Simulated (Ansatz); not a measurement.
A made-up structure of InBNH₅, singlet:

| atom | x (Å) | y (Å) | z (Å) |
| --- | --- | --- | --- |
| B1 | 1.3643 | 0.2626 | -0.7100 |
| In2 | -0.3341 | 0.7241 | 0.0524 |
| N3 | -1.0148 | -0.8888 | 0.6671 |
| H4 | 2.3224 | 0.2771 | 0.0529 |
| H5 | 1.3622 | 0.0105 | -1.9055 |
| H6 | -1.2287 | 2.2999 | 0.2489 |
| H7 | -0.6781 | -1.9198 | 0.6140 |
| H8 | -1.7933 | -0.7656 | 0.9801 |

It is relaxed with PBE-D4/def2-SVP and then PBE0-D4/def2-TZVP (Ansatz 0.2.0). Atoms count as bonded within 1.22 times the sum of their covalent radii (H–H: 0.88 Å). The end point is not checked to be a true minimum.

Q: Does its bonding change? (Judge from chemistry; the calculation decides.)

A: Computed: No: no bond forms or breaks.

Where it ends: The first stage lowers the energy by 2.79 eV in 9 steps. It ends as InBNH₅ ([BH2][InH][NH2]):
```tsv
atom	x (Å)	y (Å)	z (Å)
B1	1.6721	0.3576	-0.8770
In2	-0.3360	0.6631	0.0608
N3	-1.3082	-0.9261	0.8289
H4	2.6809	0.3990	-0.2347
H5	1.7958	0.1645	-2.0516
H6	-1.2703	2.0926	0.2925
H7	-0.9975	-1.8809	0.7684
H8	-2.2368	-0.8697	1.2128
```

Labels in which every atom is bracketed show which atoms are joined, not bond orders.

For scale, one of the runs: PBE0-D4/def2-TZVP relaxation, 142 basis functions, launched by `ansatz run in.yaml --threads 2 --pin off --events-out ev --progress --plain --max-ram 4352MiB`. The run took about 35 s on 2 CPU threads of an Arm Neoverse V1 (shared host).
